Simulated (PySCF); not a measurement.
## Selenium: a sound run and one with changed settings

Sound run: Se⁺ [Ar] 3d10 4s2 4p3, Se²⁺ [Ar] 3d10 4s2 4p2. All numbers are calculated (PySCF 2.14, scalar relativity through the core potential, in cc-pVTZ-PP with ECP10MDF (5s4p3d1f, 39 functions)). The sound run starts from symmetry-adapted Hartree-Fock orbitals and uses a fine grid where one is needed.

Changed run: initial guess minao, at most 5 SCF cycles. This setting is unsound on purpose.

| species | method | sound run (hartree) | changed run (hartree) | converged |
| --- | --- | --- | --- | --- |
| Se⁺ | UHF | -371.54804 | -371.54804 | no |
| Se⁺ | BP86 | -372.92172 | -372.92172 | no |
| Se⁺ | TPSS | -372.69214 | -372.69214 | no |
| Se²⁺ | UHF | -370.78217 | -370.78217 | no |
| Se²⁺ | BP86 | -372.13832 | -372.13832 | no |
| Se²⁺ | TPSS | -371.90915 | -371.90915 | no |

The SCF was stopped early; the energies are upper bounds that still move, and correlated levels were skipped or rest on poor orbitals.
